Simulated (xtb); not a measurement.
xtb input (GFN2-xTB):

```bash
xtb mol.xyz --gfn 2 --ohess tight --chrg -1 --uhf 0
```
mol.xyz:
```
11

Si    -2.16099772    -0.22826417    -0.31133742
C     -0.30926921    -0.20027463    -0.15113172
C      0.59463755    -1.12014921    -0.54627175
C      1.89080224    -0.83982578    -0.23442805
C      2.12154110     0.36706825     0.46365020
S      0.60590843     1.05227313     0.62163273
H     -2.94558925    -0.19083667     0.91611301
H     -2.61170914    -1.45775646    -1.07158345
H     -2.67585968     0.96672326    -1.08268650
H      0.26858436    -2.01736727    -1.05228331
H      2.73416323    -1.48072001    -0.52864307
```

End of the output:

```
           -------------------------------------------------
          | TOTAL ENERGY              -16.203645693275 Eh   |
          | TOTAL ENTHALPY            -16.130871093763 Eh   |
          | TOTAL FREE ENERGY         -16.170339381054 Eh   |
          | GRADIENT NORM               0.000178943316 Eh/α |
          | HOMO-LUMO GAP               2.264651782412 eV   |
           -------------------------------------------------

------------------------------------------------------------------------
------------------------------------------------------------------------
 total:
 SCF:
 ANC optimizer:
 analytical hessian:
Note: The following floating-point exceptions are signalling: IEEE_UNDERFLOW_FLAG IEEE_DENORMAL
normal termination of xtb
```

It need not be the lowest isomer of its formula. Whether it binds its extra electron was not tested at this geometry.
